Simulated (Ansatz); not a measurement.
SH+, multiplicity 3 (lowest of 2S+1 = 1, 3, 5 at CCSD(T)/def2-TZVPP on PBE0 minima; our sources give no spin for the ground state, which may be another), most abundant isotopes (1.0078 and 31.9721 u). Constants from fifth-degree fits in 1/R to seven points on the lowest solution found; no spin–orbit coupling, no relativity up to Kr; ω_e x_e and α_e move by some per cent with the fit.

Frozen-core correlation. CBS(a, b) extrapolates the correlation energy as X⁻³ and adds the Hartree–Fock energy of set b.

Codes used: Ansatz (an electronic-structure program). Each number belongs to the level named beside it.

| level | r_e (Å) | ω_e (cm⁻¹) | ω_e x_e (cm⁻¹) | α_e (cm⁻¹) |
|---|---|---|---|---|
| PBE/def2-TZVPP | 1.3816 | 2461.1 | 46.5 | 0.278 |
| CCSD(T)/CBS(aug-cc-pV(Q+d)Z, aug-cc-pV(5+d)Z) | 1.3643 | 2554.6 | 49.1 | 0.284 |

### Question
Derive the rotational constants, the centrifugal constant, the fundamental, the zero-point energy and the force constant.

### Answer

μ = 0.97703 u.
- PBE/def2-TZVPP: B_e = 16.8576/(μ r_e²) = 9.0388 cm⁻¹; B₀ = B_e − α_e/2 = 8.8999 cm⁻¹; D = 4B_e³/ω_e² = 4.88e-04 cm⁻¹; fundamental ω_e − 2ω_e x_e = 2368 cm⁻¹; zero-point energy ω_e/2 − ω_e x_e/4 = 1219 cm⁻¹; k = μ(2πcω_e)² = 349 N/m
- CCSD(T)/CBS(aug-cc-pV(Q+d)Z, aug-cc-pV(5+d)Z): B_e = 16.8576/(μ r_e²) = 9.2699 cm⁻¹; B₀ = B_e − α_e/2 = 9.1278 cm⁻¹; D = 4B_e³/ω_e² = 4.88e-04 cm⁻¹; fundamental ω_e − 2ω_e x_e = 2456 cm⁻¹; zero-point energy ω_e/2 − ω_e x_e/4 = 1265 cm⁻¹; k = μ(2πcω_e)² = 376 N/m
